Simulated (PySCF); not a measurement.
## SeCl and its ions

PBE0; Se 6-31G(d,p), Cl 6-31G(d,p); no relativity (PySCF 2.14). Neutral (UKS): doublet (π ↑), Re = 2.140 Å, ωe = 451 cm⁻¹, De = 2.66 eV, HOMO -6.83 eV, LUMO -4.57 eV.

SeCl⁺ (UKS): triplet (π ↑↑), Re = 2.043 Å, ωe = 532 cm⁻¹, De = 2.99 eV to Se⁺ + Cl. The energies at the minima are -2860.97028 hartree for SeCl and -2860.62920 for SeCl⁺.

Question: Work out the adiabatic ionisation energy, without and with harmonic zero-point energies (1 hartree = 27.2114 eV, 1 eV = 8065.5 cm⁻¹), and the change of the bond length.

Answer: At PBE0: 0.34108 hartree = 9.281 eV between the minima; the zero-point term (532.0 − 451.0)/2 cm⁻¹ = +0.005 eV makes it 9.286 eV. Re changes by -9.7 pm against the neutral. The electron leaves a π orbital, and the shorter bond of the ion fits an antibonding orbital, or a change in how ionic the bond is.

Spin–orbit coupling is left out. For an ion De counts to the pair picked by the measured ionisation energies or electron affinities, which need not be the lowest pair at this level. States were picked by a PBE0 search and need not be the measured ground states.
